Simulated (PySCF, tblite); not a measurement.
C5H18Si3.
Cartesian coordinates in Å at the GFN2-xTB level; atoms count from 1:
```xyz
26
C5H18Si3 angstrom
C     -1.1159   -0.7956    1.2259
C     -1.2668   -0.3001   -0.2121
C     -1.5081    1.2093   -0.2026
C     -2.4851   -0.9858   -0.8457
C     -0.0272   -0.6500   -1.0434
Si     1.7078   -0.0387   -0.4848
Si     2.4806   -1.1050    1.4322
Si     1.9591    2.2716   -0.4951
H     -0.3285   -0.2533    1.7448
H     -0.8727   -1.8556    1.2436
H     -2.0444   -0.6502    1.7749
H     -0.7027    1.7315    0.3087
H     -2.4396    1.4378    0.3121
H     -1.5763    1.5946   -1.2177
H     -3.3929   -0.7396   -0.2983
H     -2.3653   -2.0674   -0.8373
H     -2.6120   -0.6652   -1.8780
H     -0.1918   -0.2871   -2.0617
H      0.0282   -1.7396   -1.1238
H      2.5402   -0.5443   -1.6085
H      3.9382   -1.2546    1.4030
H      1.9396   -2.4475    1.6671
H      2.1818   -0.3336    2.6451
H      3.3452    2.6389   -0.7962
H      1.6615    2.8546    0.8194
H      1.1259    2.9976   -1.4580
```

Jobs on this species (26 atoms, 90 electrons) with PySCF (density fitting) and tblite. Hardware of each: one thread, Arm Neoverse N1 (aarch64) (shared host). Times come from a shared host and carry two figures at best.

```json
{"level and settings": "GFN2-xTB", "work": "Hessian by finite differences", "basis functions": "–", "SCF cycles": "–", "wall time": "?"}
{"level and settings": "GFN2-xTB", "work": "L-BFGS relaxation", "basis functions": "–", "SCF cycles": "–", "wall time": "2.9 s"}
{"level and settings": "PBE0/pcSseg-1", "work": "shieldings, charges and field gradients, density and orbital grids written", "basis functions": "247", "SCF cycles": "12", "wall time": "2.1 min"}
```

Q: Fill in the missing figures.

A: 
- GFN2-xTB; Hessian by finite differences: 2.9 s

Q: What do all jobs in the table cost together?

A: About 2.2 min; the longest takes about 96 % of that, and about 43 times as long as the shortest.
